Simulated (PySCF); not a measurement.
Calculated properties of `O[SiH2]C#C[SiH3]`

Compound: C2H6OSi2.
Structure used (PBE0-D3(BJ)/def2-SVP), in Å, numbered top down from 1:
```xyz
11
C2H6OSi2 angstrom
O     -2.801    0.707    0.809
Si    -2.011   -0.053   -0.438
C     -0.191   -0.042   -0.166
C      1.017   -0.047    0.039
Si     2.830   -0.044    0.330
H     -2.600    0.406    1.700
H     -2.339    0.714   -1.665
H     -2.422   -1.481   -0.580
H      3.116    0.615    1.637
H      3.330   -1.448    0.359
H      3.505    0.706   -0.768
```

Among its groups: alkyne, Si–H bond and C–Si bond.

PBE0-D3(BJ)/def2-SVP geometry optimisation, gas phase (PySCF):

- Rotational constants A, B, C: 13.051, 0.944, 0.900 GHz

From PBE0/def2-SVPD ground state, ΔSCF and vertical TDDFT (core frozen in the response) (PySCF):

- Dipole moment: 1.37 D
- HOMO energy: -8.20 eV
- LUMO energy: -1.08 eV
- HOMO–LUMO gap: 7.12 eV
- Lowest singlet excitation: 5.34 eV (232 nm, f = 0.000)
- Strongest line among the 10 lowest singlet transitions: S5 at 7.26 eV (171 nm, f = 0.640)
- Lowest triplet excitation (Tamm–Dancoff): 4.42 eV
- Static isotropic polarisability: 84.0 au
- Vertical ionisation energy: 10.11 eV
- Electronic spatial extent ⟨r²⟩ about the centre of nuclear charge: 1235 bohr²

**PBE0/pcSseg-1 ground state and GIAO shieldings, non-relativistic (PySCF)**

* Lowest Hirshfeld atomic charge: -0.31 e on O1
* Highest Hirshfeld atomic charge: +0.42 e on Si2
* 13C chemical shifts (computed TMS as zero) by class: 121.2 (C3), 112.1 (C4) ppm
* 1H chemical shifts (computed TMS as zero) by class: 4.90 (H7/H8), 4.18 (H9/H10/H11), 0.80 (H6) ppm
* Isotropic shieldings of nuclei other than C and H, by class: 313 (O1), 400 (Si2), 448 (Si5) ppm
* Mayer bond orders between heavy atoms: O1–Si2 1.03, Si2–C3 0.92, C3–C4 2.46, C4–Si5 0.97

Monoisotopic mass (most abundant isotopes): 101.9957 u.

No computed singlet falls in the visible range (750 to 380 nm, 1.65 to 3.26 eV); S1 lies 2.08 eV above its blue end. The 10 singlets span 5.34 to 7.78 eV, and their oscillator strengths add up to 1.07. The ΔSCF ionisation energy exceeds −ε(HOMO) by 1.91 eV with PBE0. The largest Löwdin shares of the HOMO are 0.35 on C4, 0.34 on C3, 0.08 on Si2 and 0.07 on Si5. The polarisability is 12.44 Å³ as a volume (1 au = 0.148185 Å³), or 1.56 au for each of the 54 electrons.

 NMR classes are plain means over equivalent atoms (diastereotopic ones count apart unless rotation or inversion swaps them), as if these changed places fast; in this geometry the members of some classes differ.

For the TDDFT job (PBE0/def2-SVPD), on an Arm Neoverse N1 with one thread, shared host, this took 2.1 min.

One conformer stands for the species.
